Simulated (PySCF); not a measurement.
B(Br)(Me)(NH2) (CH5BBrN), SMILES CB(N)Br.

Geometry optimised at B3LYP-D3(BJ)/def2-SVP. This is a generated structure with no PubChem entry under its InChIKey; it may be hypothetical. One conformer was computed; it need not be the lowest.

Calculation: PBE/def2-TZVP (PySCF).

Symmetry labels are those of the subgroup Cs that the program uses (full group Cs).

### Question
List the valence orbital energies around the gap with their symmetry. (An estimate is asked for; the answer gives what the named calculation found.)

### Answer

| orbital | symmetry | energy (eV) |
|---|---|---|
| HOMO−7 | A' | -12.80 |
| HOMO−6 | A' | -10.26 |
| HOMO−5 | A" | -9.83 |
| HOMO−4 | A' | -9.06 |
| HOMO−3 | A' | -8.16 |
| HOMO−2 | A" | -7.74 |
| HOMO−1 | A" | -6.60 |
| HOMO | A' | -6.58 |
| LUMO | A" | -0.52 |
| LUMO+1 | A' | -0.11 |
| LUMO+2 | A' | 0.74 |
| LUMO+3 | A' | 1.08 |
